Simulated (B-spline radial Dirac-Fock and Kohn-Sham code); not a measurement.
Atomic SCF run for Hf⁶⁺

ΔSCF core binding energies without Breit or QED terms, calculated with a radial atomic solver. Keys: rel is the Hamiltonian (dirac, or spin-free x2c and nr, where L3 and M5 stand for the whole 2p and 3d shells), method is hf or an exchange,correlation pair (spin-unpolarised, also for the hole states), nuc the nuclear model, radius_factor scales its radius, rmax is the box in bohr, h the logarithmic mesh step, order the B-spline order, points the quadrature points per cell, c_factor scales the speed of light, and damp, ndamp, maxit and tol steer the iteration. The run stops when the commutator error falls below 10·tol·max(1, Z/10), or the numerical noise floor, and the energy has settled to about 1e-8 Ha; the virial ratio is −V/T.

Input (task.json):

```json
{"items": [{"Z": 72, "q": 6, "cfg": [[1, 0, 2], [2, 0, 2], [2, 1, 6], [3, 0, 2], [3, 1, 6], [3, 2, 10], [4, 0, 2], [4, 1, 6], [4, 2, 10], [4, 3, 13], [5, 0, 2], [5, 1, 5]], "A": 180, "rrms": 5.347, "do": "settings", "holes": ["K", "L3", "M5"],
  "settings": [{"rel": "dirac", "method": "pbee", "nuc": "fermi", "radius_factor": 1.0, "rmax": 45.0, "h": 0.3, "order": 8, "points": 10, "c_factor": 1.0, "maxit": 59, "damp": 0.5, "ndamp": 3, "tol": 1e-08}]}]}
```

Command: `python xray2_run.py task.json out`

The program stops without a result: KeyError: "LibXCFunctional: name 'PBEE' not found.".

Problem. One setting is unsound. Which, and why?

Solution. method names a functional that the program does not serve. With the default settings (Dirac Hartree-Fock): The ground state converged in 10 iterations, with total energy -15079.97274 Ha, virial ratio 1.89445 and highest orbital energy -115.72 eV. ΔSCF binding energies: K (1s) 65757.7 eV, L3 (2p3/2) 9684.4 eV, M5 (3d5/2) 1763.1 eV.
